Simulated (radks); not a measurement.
Species: Hg53+. Configuration: [Ar] 3d9. Calculated with a radial shooting solver on a logarithmic mesh with Libxc functionals: Dirac Kohn-Sham, PBE, spin-unpolarised, spherical densities, point nucleus; open shells are shared between the two j in proportion to 2j + 1.

Spin-orbit splittings of the eigenvalues, e(l+1/2) - e(l-1/2), with zeta = 2 splitting/(2l+1) and mean radii in bohr:

| shell | occ. | splitting (eV) | zeta (eV) | <r> j=l-1/2 | <r> j=l+1/2 |
|---|---|---|---|---|---|
| 2p | 6 | 1961 | 1307 | 0.05674 | 0.06534 |
| 3p | 6 | 461.4 | 307.6 | 0.1657 | 0.1800 |
| 3d | 9 | 101.3 | 40.50 | 0.1557 | 0.1601 |
| 4p | 0 | 163.4 | 108.9 | 0.3378 | 0.3574 |
